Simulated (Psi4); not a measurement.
C4H12O3Sn, charge -1, doublet, at the geometry of the source list (a state made from the parent by changing its charge; the spin is typed, not shown lowest) (all electrons, no relativity) (a gas-phase anion, which may not be bound at this level); TPSS/STO-3G run with Psi4.

The Psi4 input:
```
memory 2 GB

molecule {
-1 2
C    -3.31750000   -0.05390000    0.26770000
C    -2.08630000   -0.64560000   -0.40620000
C    -0.80630000    0.04620000    0.06650000
C     0.39980000   -0.56730000   -0.60880000
Sn    2.26120000    0.33860000    0.06300000
O     2.26010000    2.24970000   -0.32920000
O     2.47740000    0.20180000    2.00600000
O     4.05270000   -0.24920000   -0.57080000
H    -4.21660000   -0.57020000   -0.06140000
H    -3.41660000    1.00090000    0.02240000
H    -3.24220000   -0.14840000    1.34870000
H    -2.02550000   -1.71300000   -0.18000000
H    -2.17730000   -0.53990000   -1.49000000
H    -0.86240000    1.11020000   -0.16460000
H    -0.72120000   -0.05520000    1.14900000
H     0.48130000   -1.63090000   -0.38260000
H     0.36180000   -0.43250000   -1.68940000
H     3.10910000    2.67620000   -0.20800000
H     3.37410000    0.01460000    2.28650000
H     4.09440000   -1.03190000   -1.11890000
no_reorient
}

set {
  basis sto-3g
  reference uks
  scf_type pk
}

energy('tpss')
print_variables()
```

Output, abridged:

```
   => Loading Basis Set <=

    Name: STO-3G
    Role: ORBITAL
    Keyword: BASIS

         ---------------------------------------------------------
                                   SCF
               by Justin Turney, Rob Parrish, Andy Simmonett
                          and Daniel G. A. Smith
                              UKS Reference
         ---------------------------------------------------------

  ==> Geometry <==

    Molecular point group: c1
    Full point group: C1

    Geometry (in Angstrom), charge = -1, multiplicity = 2:

       Center              X                  Y                   Z               Mass
    ------------   -----------------  -----------------  -----------------  -----------------
         C           -4.794447081871    -0.316408264165     0.194963655659    12.000000000000
         C           -3.563247081871    -0.908108264165    -0.478936344341    12.000000000000
         C           -2.283247081871    -0.216308264165    -0.006236344341    12.000000000000
         C           -1.077147081871    -0.829808264165    -0.681536344341    12.000000000000
         SN           0.784252918129     0.076091735835    -0.009736344341   119.902201630000
         O            0.783152918129     1.987191735835    -0.401936344341    15.994914619570
         O            1.000452918129    -0.060708264165     1.933263655659    15.994914619570
         O            2.575752918129    -0.511708264165    -0.643536344341    15.994914619570
         H           -5.693547081871    -0.832708264165    -0.134136344341     1.007825032230
         H           -4.893547081871     0.738391735835    -0.050336344341     1.007825032230
         H           -4.719147081871    -0.410908264165     1.275963655659     1.007825032230
         H           -3.502447081871    -1.975508264165    -0.252736344341     1.007825032230
         H           -3.654247081871    -0.802408264165    -1.562736344341     1.007825032230
         H           -2.339347081871     0.847691735835    -0.237336344341     1.007825032230
         H           -2.198147081871    -0.317708264165     1.076263655659     1.007825032230
         H           -0.995647081871    -1.893408264165    -0.455336344341     1.007825032230
         H           -1.115147081871    -0.695008264165    -1.762136344341     1.007825032230
         H            1.632152918129     2.413691735835    -0.280736344341     1.007825032230
[...]
      Ntotal   =  111.0000503134 ; deviation = 5.031e-05

   @Spin Contamination Metric:   1.937307775E-03
   @S^2 Expected:                7.500000000E-01
   @S^2 Observed:                7.519373078E-01
   @S   Expected:                5.000000000E-01
   @S   Observed:                5.000000000E-01

    Orbital Energies [Eh]
    ---------------------

    Alpha Occupied:

[...]
    Alpha Virtual:

[...]
    Beta Occupied:

[...]
      55A      0.188814

    Beta Virtual:

[...]
      74A      0.735683

    Final Occupation by Irrep:
              A
    DOCC [    55 ]
    SOCC [     1 ]
    NA   [    56 ]
    NB   [    55 ]

  @UKS Final Energy: -6345.20825516095465

   => Energetics <=

    Nuclear Repulsion Energy =            879.7318177247730091
    One-Electron Energy =              -10549.3121398359908198
    Two-Electron Energy =                3538.7563338483569169
    DFT Exchange-Correlation Energy =    -214.3842668980931307
    Empirical Dispersion Energy =           0.0000000000000000
    VV10 Nonlocal Energy =                  0.0000000000000000
    Total Energy =                      -6345.2082551609546499

  UHF NO Occupations:
  HONO-2 :   54  A 1.9997527
  HONO-1 :   55  A 1.9995810
  HONO-0 :   56  A 1.0000000
  LUNO+0 :   57  A 0.0004190
  LUNO+1 :   58  A 0.0002473
  LUNO+2 :   59  A 0.0001386
  LUNO+3 :   60  A 0.0000533

Computation Completed

Properties will be evaluated at   0.000000,   0.000000,   0.000000 [a0]

Properties computed using the SCF density matrix

 Multipole Moments:

 ------------------------------------------------------------------------------------
     Multipole            Electronic (a.u.)      Nuclear  (a.u.)        Total (a.u.)
 ------------------------------------------------------------------------------------

 L = 1.  Multiply by 2.5417464519 to convert [e a0] to [Debye]
 Dipole X            :         35.7228594          -36.2553009           -0.5324415
 Dipole Y            :          5.2793121           -5.6147714           -0.3354593
 Dipole Z            :          0.9933853           -1.0886672           -0.0952819
 Magnitude           :                                                    0.6364790

 ------------------------------------------------------------------------------------

  Variable Map:
  ----------------------------------------------------------------------------
[...]
  Array Variable Map:
  ----------------------------------------------------------------------------
[...]
[...]
```
